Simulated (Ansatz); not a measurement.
## A geometry optimisation of C3H9AlF2O with B3LYP-D3(BJ)/def2-SVP

The starting geometry of this gas-phase singlet was optimised with GFN2-xTB; its bonds are those of `FCC[O+]([AlH3-])CF`.

```xyz
16

C     0.8631    0.7043   -2.5258
C     0.1274    1.2596   -1.3159
C    -1.7477   -0.1948   -1.0702
Al    0.3972   -0.2271    1.0053
F    -0.0154    0.4219   -3.5451
F    -2.6673    0.8070   -0.9815
O    -0.5373    0.2462   -0.5705
H     1.3740   -0.2291   -2.2702
H     1.5715    1.4401   -2.9167
H    -0.5890    2.0321   -1.6125
H     0.8572    1.6817   -0.6179
H    -0.5875   -1.3768    1.4293
H     0.3563    1.1655    1.7378
H     1.7604   -0.5954    0.2944
H    -1.6971   -0.4875   -2.1270
H    -2.0803   -1.0159   -0.4257
```

Problem. Predict what becomes of its bonds when it is optimised with B3LYP-D3(BJ)/def2-SVP.

Solution. It keeps its bonds, and is `FCC[O+]([AlH3-])CF`.

The energy falls by 0.22 eV over 12 steps:

| step | E − E(last) (eV) |
| --- | --- |
| 1 | 0.222 |
| 2 | 0.070 |
| 3 | 0.023 |
| 5 | 0.003 |
| 6 | 0.001 |
| 7 | 0.000 |
| 8 | 0.000 |
| 10 | 0.000 |
| 11 | 0.000 |
| 12 | 0.000 |

Final geometry (Å):

```xyz
16

C     0.9196    0.7014   -2.5738
C     0.1287    1.2967   -1.4365
C    -1.8102   -0.1155   -1.0491
Al    0.3851   -0.3186    1.0706
F     0.0646    0.1072   -3.4879
F    -2.6876    0.8686   -0.7175
O    -0.5088    0.2621   -0.6501
H     1.6187   -0.0607   -2.1937
H     1.4888    1.4988   -3.0820
H    -0.6493    1.9875   -1.7922
H     0.7917    1.8438   -0.7510
H    -0.6226   -1.5044    1.4271
H     0.3188    1.0411    1.9057
H     1.8145   -0.6832    0.4475
H    -1.8234   -0.2606   -2.1383
H    -2.0433   -1.0323   -0.4911
```

The end wasn't checked by frequencies. Run with Ansatz 0.2.0, 34 s on 4 threads of Arm Neoverse V1, on a shared host.
